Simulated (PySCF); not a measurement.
# A small calculation by hand: dipole moment from atomic charges

H2O3S, SMILES O=S(O)O. Atoms are numbered in the order given.

```xyz
6

O     -0.3222     1.3844     0.0000
S      0.4434     0.1205     0.0000
O     -0.1521    -0.7609     1.2732
O     -0.1521    -0.7609    -1.2732
H     -1.0418    -0.4141     1.4798
H     -1.0418    -0.4141    -1.4798
```

Coordinates come from a B3LYP-D3(BJ)/def2-SVP optimisation. Other conformers were not sampled.

Charges (e) from ωB97X/def2-TZVPD (PySCF):

```json
[
 {"atom": "O1", "IAO": "-0.871", "ESP fit": "-0.447"},
 {"atom": "S2", "IAO": "1.577", "ESP fit": "0.586"},
 {"atom": "O3", "IAO": "-0.716", "ESP fit": "-0.471"},
 {"atom": "O4", "IAO": "-0.716", "ESP fit": "-0.471"},
 {"atom": "H5", "IAO": "0.363", "ESP fit": "0.401"},
 {"atom": "H6", "IAO": "0.363", "ESP fit": "0.401"}
]
```

The dipole moment of the full density is 1.57 D.

Problem. What dipole moment does each set of point charges give, and which comes closer to that of the density?

Solution. 
μ = Σ q r, and 1 e Å = 4.8032 D.
IAO: Σ q r = (0.441, -0.227, 0.000) e Å, |μ| = 2.38 D.
ESP fit: Σ q r = (-0.288, -0.164, 0.000) e Å, |μ| = 1.59 D.
ESP fit comes closer in size. Point charges leave out the atoms' own dipoles (lone pairs, polarised bonds); fits to the potential absorb them, partitions of the density don't.
